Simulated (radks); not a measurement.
Question: Species: Al4+. Configuration: [He] 2s2 2p5. Calculated with a radial shooting solver on a logarithmic mesh with Libxc functionals: non-relativistic Kohn-Sham, PBE, spin-polarised, spherical densities, point nucleus; open shells are filled with parallel spins first. Some entries of the table are withheld. Estimate them.

orbital  occ.  eigenvalue (eV)  r(max) (bohr)
1s up       1        -1587.720            (1)
1s down     1        -1586.271            (2)
2s up       1        -177.1264            (3)
2s down     1        -174.1999            (4)
2p up       3        -140.1422            (5)
2p down     2        -136.9352            (6)

Answer: 
(1) 1s up r(max) (bohr): 0.07870
(2) 1s down r(max) (bohr): 0.07867
(3) 2s up r(max) (bohr): 0.4885
(4) 2s down r(max) (bohr): 0.4900
(5) 2p up r(max) (bohr): 0.4152
(6) 2p down r(max) (bohr): 0.4175
